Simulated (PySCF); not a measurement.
HO3S, SMILES O=S(=O)=[OH+], charge +1. Geometry optimised at PBE0-D3(BJ)/def2-SVP. The isomer is the one that the SMILES or the coordinates give; other isomers of the formula were not compared.

Computed equilibrium geometry at PBE0-D3(BJ)/def2-SVP (PySCF confirms it by a frequency run) as a Z-matrix, and its point group:
point group Cs.
```
S
O 1 1.4135
O 1 1.4191 2 132.60
O 1 1.5375 2 111.25 3 180.00
H 4 0.9889 1 115.31 2 180.00
```
Charge +1, spin multiplicity 1.
